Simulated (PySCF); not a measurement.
Estimate the missing entries of this data sheet.

Compound: 2,3,3-trimethylbutanenitrile, C7H13N.
Cartesian coordinates in Å at the GFN2-xTB level; atoms count from 1:
```
atom  x, y, z in Å
C1     1.7478   -0.7304   -0.9524
C2     0.8295    0.4382   -0.5739
C3     1.5836    1.3441    0.2625
N4     2.2011    2.0473    0.9202
C5    -0.4972    0.0431    0.1308
C6    -0.2182   -0.6600    1.4606
C7    -1.2924    1.3267    0.3942
C8    -1.3223   -0.8726   -0.7758
H9     2.6438   -0.3488   -1.4390
H10    1.2458   -1.4033   -1.6419
H11    2.0543   -1.2870   -0.0707
H12    0.5726    0.9878   -1.4895
H13    0.2697   -1.6191    1.3043
H14    0.4176   -0.0450    2.0944
H15   -1.1527   -0.8417    1.9866
H16   -1.5159    1.8413   -0.5389
H17   -2.2333    1.0934    0.8871
H18   -0.7308    2.0050    1.0331
H19   -2.3000   -1.0427   -0.3307
H20   -1.4691   -0.4202   -1.7547
H21   -0.8430   -1.8392   -0.9065
```

| property | level | value |
| --- | --- | --- |
| point group of the GFN2-xTB geometry | GFN2-xTB | C1 |
| rotational constants A, B, C of the GFN2-xTB geometry | GFN2-xTB | ? |
| dipole moment | PBE0/pcSseg-1 | 4.02 D |
| HOMO energy | PBE0/pcSseg-1 | -9.00 eV |
| LUMO energy | PBE0/pcSseg-1 | ? |
| 13C chemical shifts (computed TMS as zero) by class | GIAO PBE0/pcSseg-1 | 127.7 (C3), 37.5 (C2), 35.1 (C5), 28.7 (C6/C7/C8), 15.9 (C1) ppm |
| 1H chemical shifts (computed TMS as zero) by class | GIAO PBE0/pcSseg-1 | ? |
| isotropic shieldings of nuclei other than C and H, by class | GIAO PBE0/pcSseg-1 | ? |

Gas-phase values; electronic properties from PySCF, density fitting. Isolated species at its GFN2-xTB geometry, gas phase. NMR classes are plain means over equivalent atoms (diastereotopic ones count apart unless rotation or inversion swaps them), as if these changed places fast; in this geometry the members of some classes differ.

(1) What are the rotational constants A, B, C of the GFN2-xTB geometry?

(2) What are the isotropic shieldings of nuclei other than C and H, by class?

(3) Give the 1H chemical shifts (computed TMS as zero) by class.

(4) What is the LUMO energy?

Answers

(1) 2.690, 1.711, 1.384 GHz.

(2) -33 (N4) ppm.

(3) 2.15 (H12), 1.32 (H9/H10/H11), 1.11 (H13/H14/H15/H16/H17/H18/H19/H20/H21) ppm.

(4) 0.73 eV.

A dipole of 4.02 D is allowed in C1, and pure rotational transitions are dipole-allowed. The rotational constants make it an asymmetric top with κ = (2B − A − C)/(A − C) = -0.50, nearer the prolate limit (−1). The dipole matches unit charges of opposite sign 0.84 Å apart (1 e·Å = 4.8032 D).

For the NMR shielding job (PBE0/pcSseg-1), hardware: x86-64 server, one thread (shared host). Cost: 40 s.
